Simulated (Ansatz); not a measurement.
PSbSbSb tetrahedron (Sb3P). Total charge 0; triplet. Geometry r2SCAN-D4/def2-SVP, that of the neutral singlet; atoms count from 1.

Cartesian coordinates in Å:
```
P 1.469 0.159 0.198
Sb -0.274 -1.633 -0.400
Sb -0.447 1.047 -1.267
Sb -0.748 0.427 1.469
```

In the def2 sets Sb takes a core potential; there is no spin–orbit coupling. At PBE0-D4/def2-TZVP a singlet of charge 0 lies 2.93 eV below the triplet at the same geometry.

Question: Estimate the Mulliken populations from the PBE0/def2-TZVP orbitals of Ansatz.

Answer: 
```
atom  charge (e)  spin (α − β)
  P1       -0.23          0.07
 Sb2        0.06          0.99
 Sb3        0.06          0.99
 Sb4        0.10         -0.06
```
Mulliken values depend strongly on the basis.

Question: Where does the spin sit?

Answer: Summed by element: P 0.07, Sb 1.93, of 2 unpaired in all. Largest on single atoms: Sb3 0.99, Sb2 0.99, P1 0.07.

Question: And the Mayer bond orders between heavy atoms (over 0.3)?

Answer: P1–Sb2 1.01 (2.57 Å); P1–Sb3 1.01 (2.57 Å); P1–Sb4 0.99 (2.57 Å); Sb2–Sb4 1.01 (2.82 Å); Sb3–Sb4 1.01 (2.82 Å).
